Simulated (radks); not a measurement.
Task: The table gives one normalised radial function P(r) = r R(r) of Ho4+ in [Xe] 4f9 (r in bohr). Calculated with a radial shooting solver on a logarithmic mesh with Libxc functionals: scalar-relativistic Kohn-Sham, r2SCAN, spin-polarised, spherical densities, finite nucleus; open shells are filled with parallel spins first (spin-orbit coupling, left out, can overturn this in heavy ions); meta-GGA in the generalised Kohn-Sham scheme; Fermi nuclear charge, rms radius 5.2022 fm.

r         P
0.001133   0.0539
0.001717   0.0741
0.002582   0.0990
0.003914   0.1279
0.005934   0.1553
0.008995   0.1689
0.01363    0.1471
0.0205     0.0658
0.03108   -0.0852
0.04712   -0.2399
0.07142   -0.2266
0.1083     0.0814
0.1641     0.3835
0.2468     0.0789
0.3741    -0.5348
0.5672    -0.1860
0.8597     0.8215
1.303      0.9981
1.96       0.4344
2.971      0.0629
4.504      0.0020

Which n and l does it have? It may be an empty orbital.

Result: n = 5, l = 0: the number of nodes gives n - l - 1 = 4, the rise at small r (about r^(l+1), flatter next to the nucleus through relativity) gives l, and the extent must fit the shell. The curve is that of 5s down; the table hardly tells the two spins apart. 5s down: eigenvalue -97.262 eV, 4 radial nodes at r = 0.0251, 0.0994, 0.259, 0.613 bohr, <r> = 1.24 bohr, 90 % of the charge inside 1.78 bohr.
